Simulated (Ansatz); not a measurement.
Total energies of `F[Si](F)(F)Br`.

Cartesian coordinates in Å:
```
F 0.265 1.135 -1.105
Si 0.048 -0.034 -0.084
F 1.449 -0.631 0.288
F -0.795 -1.153 -0.787
Br -0.967 0.682 1.687
```

Total charge 0; spin multiplicity 1. Correlated methods include outer-core shells of Br, which these sets cover unevenly. Scalar relativity is left out up to krypton. Geometry: relaxed with PBE0-D4/def2-TZVP. Basis def2-TZVPP, Ansatz 0.2.0.

RPA on PBE orbitals: Hartree–Fock energy of these orbitals -3160.01670 Eh, correlation -1.66855 Eh (frozen core).

| functional | energy without D4 (Eh) | D4 term (kJ/mol) |
| --- | --- | --- |
| LDA (SPW92) | -3156.98361 | – |
| CAM-B3LYP | -3163.65708 | -11.1 |

(1) Give the same for PBE, revPBE, BLYP, r2SCAN, B97M-V, PBE0, B3LYP, r2SCANh, r2SCAN0, HSE06 (plane-wave form), BHLYP, LC-ωPBE, ωB97X-V, ωB97M-V, B2PLYP, PBE-QIDH. (An estimate is asked.)

B3LYP takes the VWN-RPA correlation (the form of Gaussian; ORCA's B3LYP/G). HSE06 is the plane-wave form, built on full-range PBE exchange. The double hybrids freeze the cores in their second-order part.

Answers

(1) Ansatz gave: 
| functional | energy without D4 (Eh) | D4 term (kJ/mol) |
| --- | --- | --- |
| PBE | -3162.76289 | -13.0 |
| revPBE | -3163.18406 | -36.7 |
| BLYP | -3163.58567 | -28.7 |
| r2SCAN | -3163.42773 | -2.8 |
| B97M-V | -3162.94158 | – |
| PBE0 | -3162.87985 | -10.9 |
| B3LYP | -3163.62771 | -21.4 |
| r2SCANh | -3163.40946 | -3.0 |
| r2SCAN0 | -3163.38343 | -3.4 |
| HSE06 (plane-wave form) | -3162.86636 | -10.2 |
| BHLYP | -3163.47565 | -17.7 |
| LC-ωPBE | -3162.97443 | – |
| ωB97X-V | -3163.20033 | – |
| ωB97M-V | -3163.36216 | – |
| B2PLYP | -3162.93444 | – |
| PBE-QIDH | -3162.46076 | – |

LC-ωPBE has ω = 0.4 bohr⁻¹.
